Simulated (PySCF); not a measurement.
Constitutional and geometric isomers with formula CH6Si2. Isolated molecules, 0 K electronic values unless said otherwise. Strings in code marks are SMILES.

The HOMO–LUMO gap from two functionals at the same geometries (PBE0-D3(BJ)/def2-TZVP), both in PySCF: PBE-D3(BJ)/def2-TZVP and PBE0-D3(BJ)/def2-TZVP. 

```
species            PBE0-D3(BJ)/def2-TZVP (eV)
-----------------  --------------------------
`C[SiH]=[SiH2]`                          4.15
`C=[SiH][SiH3]`                          5.08
`C1[SiH2][SiH2]1`                        6.58
`[SiH2]=C[SiH3]`                         5.24
```

**Question.** What does PBE-D3(BJ)/def2-TZVP give for each?

**Answer.** 
- `C[SiH]=[SiH2]`: 2.63
- `C=[SiH][SiH3]`: 3.34
- `C1[SiH2][SiH2]1`: 4.77
- `[SiH2]=C[SiH3]`: 3.47
Over these rows, drawn at random from the members with no instability flagged (it was tested for open shells, ions and some series alone), PBE minus PBE0-D3(BJ): mean -1.71 eV, from -1.82 eV to -1.52 eV.
